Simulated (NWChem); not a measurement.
# CH7BO2Si; SMILES C[SiH2]B(O)O

```xyz
12

Si    -0.6566     0.9062     0.1825
C      0.6436     2.1855    -0.2908
B      0.0505    -1.0007     0.0171
O      1.3871    -1.1858     0.1668
O     -0.7192    -2.1039    -0.2182
H     -1.8862     1.0709    -0.6687
H     -1.1093     1.1447     1.5952
H      1.5476     2.0392     0.3198
H      0.2784     3.2116    -0.1352
H      0.9304     2.0761    -1.3477
H      1.6260    -2.1192     0.0851
H     -1.6520    -1.9022    -0.3330
```
Atoms are numbered in this order, from 1.

All runs: NWChem. The geometry was optimised at PBE0/def2-SVP. Not confirmed as a minimum by frequencies. Level M06-2X/def2-SVP: energy and gradient on several grids; changes count from the extra-fine grid, which is no exact limit either.

Which is the coarsest grid (coarse; medium; xcoarse; fine; xfine) from which on the energy stays within 100 μHa and each gradient component within 200 μHa/bohr of xfine?

fine.
```tsv
grid	size of the energy change (μHa)	largest change of a gradient component (μHa/bohr)	time, medium = 1 (rough)
xcoarse	20000	6000	about 1
coarse	1000	500	about 1
medium	60	400	about 1
fine	< 10	80	about 1
xfine	< 10	< 30	3
```
